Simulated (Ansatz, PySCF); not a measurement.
C2H7NSi2, SMILES C(#N)C[SiH2][SiH3]. Atoms are numbered in the order given.

```xyz
12

N      2.2762    -1.3128     0.8183
C      1.7177    -0.2981     0.8775
C      0.9673     0.9466     0.8976
Si    -0.2934     1.0490    -0.5529
Si    -1.6766    -0.8516    -0.5397
H      1.6588     1.8034     0.8402
H      0.4188     1.0308     1.8505
H     -1.0813     2.3010    -0.3532
H      0.4684     1.1550    -1.8299
H     -2.2878    -0.9983     0.8146
H     -2.7638    -0.6891    -1.5487
H     -0.8771    -2.0672    -0.8574
```

Geometry: B3LYP-D3(BJ)/def2-SVP. The structure was generated by enumeration, and PubChem lists no compound with its InChIKey, so it may never have been made. Other conformers were not sampled.

Vertical ionisation energy (IE) and electron affinity (EA) in eV. Rows of orbital energies are one-electron estimates. Where ΔSCF, EOM or ADC give a negative EA the extra electron is unbound and the value depends on the basis.

```csv
level,IE,EA
"−ε(HOMO), −ε(LUMO), ωB97X/def2-TZVP (PySCF)",10.84,-1.56
"−ε(HOMO), −ε(LUMO), PBE/def2-TZVP (PySCF)",7.40,1.26
"ΔSCF, CAM-B3LYP/def2-SVPD (Ansatz), final states of multiplicity 2 and 2",10.63,-1.12
"ΔSCF, PBE/def2-SVPD (Ansatz), final states of multiplicity 2 and 2",10.11,-0.79
```

Question: What vertical singlet–triplet gap does ΔSCF give with CAM-B3LYP/def2-SVPD (Ansatz, a first-principles code) and with PBE/def2-SVPD (Ansatz)? (An estimate is asked for; the answer gives what the named calculation found.)

Answer: 6.45 and 5.89 eV (triplet above singlet where positive).
